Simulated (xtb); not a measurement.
N2O (SMILES N#[N+][O-]), singlet, at a GFN2-xTB geometry, atoms displaced at random by about 0.05 Å a coordinate; GFN2-xTB run with xtb.

Here is a job for xtb.
```
$ xtb mol.xyz --gfn 2 --opt lax --json

# file mol.xyz
3

N      0.03002629     0.00380024    -1.06410141
N     -0.01461355     0.07626824    -0.12683082
O     -0.10634502     0.09044714     1.05297643
```

It wrote (shortened):

```
   ID    Z sym.   atoms
    1    7 N      1, 2
    2    8 O      3

           -------------------------------------------------
          |                Calculation Setup                |
           -------------------------------------------------

           -------------------------------------------------
          |                 G F N 2 - x T B                 |
           -------------------------------------------------

          ...................................................
          :                      SETUP                      :
          :.................................................:
          :  # basis functions                  12          :
          :  # atomic orbitals                  12          :
          :  # shells                            6          :
          :  # electrons                        16          :
          :  max. iterations                   250          :
          :  Hamiltonian                  GFN2-xTB          :
          :  restarted?                      false          :
          :  GBSA solvation                  false          :
          :  PC potential                    false          :
          :  electronic temp.          300.0000000     K    :
          :  accuracy                    1.0000000          :
          :  -> integral cutoff          0.2500000E+02      :
          :  -> integral neglect         0.1000000E-07      :
          :  -> SCF convergence          0.1000000E-05 Eh   :
          :  -> wf. convergence          0.1000000E-03 e    :
          :  Broyden damping             0.4000000          :
          :  net charge                          0          :
          :  unpaired electrons                  0          :
          ...................................................

 iter      E             dE          RMSdq      gap      omega  full diag
   1     -9.9647386 -0.996474E+01  0.942E+00   10.55       0.0  T
   2    -10.0385497 -0.738111E-01  0.334E+00    8.78       1.0  T
   3    -10.0422139 -0.366418E-02  0.134E+00    8.24       1.0  T
   4    -10.0423302 -0.116317E-03  0.467E-01    8.31       1.0  T
   5    -10.0423341 -0.381587E-05  0.143E-01    8.23       1.0  T
   6    -10.0423495 -0.154669E-04  0.125E-01    8.29       1.0  T
   7    -10.0423768 -0.272575E-04  0.205E-02    8.27       2.8  T
   8    -10.0423775 -0.706850E-06  0.106E-02    8.27       5.5  T
   9    -10.0423777 -0.236823E-06  0.125E-03    8.26      46.2  T
  10    -10.0423777 -0.286115E-08  0.123E-04    8.26     469.8  T
  11    -10.0423777 -0.245635E-10  0.135E-05    8.26    4273.7  T

   *** convergence criteria satisfied after 11 iterations ***

         :::::::::::::::::::::::::::::::::::::::::::::::::::::
         ::                     SUMMARY                     ::
         :::::::::::::::::::::::::::::::::::::::::::::::::::::
         :: total energy              -9.733863713236 Eh    ::
         :: gradient norm              1.249757661575 Eh/a0 ::
         :: HOMO-LUMO gap              8.263650588994 eV    ::
         ::.................................................::
         :: SCC energy               -10.042377723899 Eh    ::
         :: -> isotropic ES            0.033416984391 Eh    ::
         :: -> anisotropic ES          0.009283913143 Eh    ::
         :: -> anisotropic XC          0.009833352974 Eh    ::
         :: -> dispersion             -0.000719845544 Eh    ::
         :: repulsion energy           0.308514010663 Eh    ::
         :: add. restraining           0.000000000000 Eh    ::
         :: total charge               0.000000000000 e     ::
         :::::::::::::::::::::::::::::::::::::::::::::::::::::

      -----------------------------------------------------------
     |                   =====================                   |
     |                        A N C O P T                        |
     |                   =====================                   |
[...]
 * total energy  :    -9.7338637 Eh     change       -0.2380318E-12 Eh
 * total energy  :    -9.8326918 Eh     change       -0.9882804E-01 Eh
 * total energy  :    -9.8415391 Eh     change       -0.8847365E-02 Eh
 * total energy  :    -9.8444572 Eh     change       -0.2918112E-02 Eh
 * total energy  :    -9.8447575 Eh     change       -0.3002863E-03 Eh
 * total energy  :    -9.8447881 Eh     change       -0.3056444E-04 Eh
 * total energy  :    -9.8448985 Eh     change       -0.1104244E-03 Eh
 * total energy  :    -9.8449284 Eh     change       -0.2989921E-04 Eh
 * total energy  :    -9.8449338 Eh     change       -0.5405476E-05 Eh
   *** GEOMETRY OPTIMIZATION CONVERGED AFTER 9 ITERATIONS ***
         :: total energy              -9.844933814249 Eh    ::
[...]
         :: HOMO-LUMO gap              6.242809172342 eV    ::
         ::.................................................::
         :: SCC energy                -9.957439127304 Eh    ::
         :: -> isotropic ES            0.020650642557 Eh    ::
         :: -> anisotropic ES          0.006650731462 Eh    ::
         :: -> anisotropic XC          0.012868440463 Eh    ::
         :: -> dispersion             -0.000714754330 Eh    ::
         :: repulsion energy           0.112505313055 Eh    ::
         :: add. restraining           0.000000000000 Eh    ::
         :: total charge              -0.000000000000 e     ::
         :::::::::::::::::::::::::::::::::::::::::::::::::::::

           -------------------------------------------------
          |                Property Printout                |
           -------------------------------------------------

    * Orbital Energies and Occupations

         #    Occupation            Energy/Eh            Energy/eV
      -------------------------------------------------------------
         1        2.0000           -0.8103424             -22.0505
         2        2.0000           -0.7465310             -20.3141
         3        2.0000           -0.6664923             -18.1362
         4        2.0000           -0.6664923             -18.1362
         5        2.0000           -0.6400780             -17.4174
         6        2.0000           -0.5138047             -13.9813
         7        2.0000           -0.4901095             -13.3366
         8        2.0000           -0.4901095             -13.3366 (HOMO)
         9                         -0.2606905              -7.0937 (LUMO)
        10                         -0.2606904              -7.0937
        11                          0.1605011               4.3675
        12                          1.1561754              31.4611
      -------------------------------------------------------------
                  HL-Gap            0.2294190 Eh            6.2428 eV
             Fermi-level           -0.3754000 Eh          -10.2152 eV

     #   Z          covCN         q      C6AA      α(0)
     1   7 N        0.983    -0.222    25.430     7.254
     2   7 N        1.904     0.493    14.553     5.656
     3   8 O        0.926    -0.271    19.245     5.883

 Mol. C6AA /au·bohr⁶  :        175.162136
 Mol. C8AA /au·bohr⁸  :       3753.581828
 Mol. α(0) /au        :         18.792569

Wiberg/Mayer (AO) data.
largest (>0.10) Wiberg bond orders for each atom

 ---------------------------------------------------------------------------
     #   Z sym  total        # sym  WBO       # sym  WBO       # sym  WBO
 ---------------------------------------------------------------------------
     1   7 N    2.959 --     2 N    2.308     3 O    0.651
     2   7 N    3.889 --     1 N    2.308     3 O    1.581
     3   8 O    2.232 --     2 N    1.581     1 N    0.651
 ---------------------------------------------------------------------------

Topologies differ in total number of bonds
Writing topology from bond orders to xtbtopo.mol

molecular dipole:
                 x           y           z       tot (Debye)
 q only:        0.008      -0.006      -0.127
   full:       -0.005       0.003       0.078       0.199
molecular quadrupole (traceless):
                xx          xy          yy          xz          yz          zz
 q only:        1.096       0.011       1.104       0.226      -0.156      -2.200
  q+dip:        1.881       0.014       1.895       0.359      -0.218      -3.776
   full:        2.321       0.017       2.338       0.445      -0.272      -4.658

optimized geometry written to: xtbopt.xyz

           -------------------------------------------------
          | TOTAL ENERGY               -9.844933814249 Eh   |
          | GRADIENT NORM               0.000804720248 Eh/α |
          | HOMO-LUMO GAP               6.242809172342 eV   |
           -------------------------------------------------
```
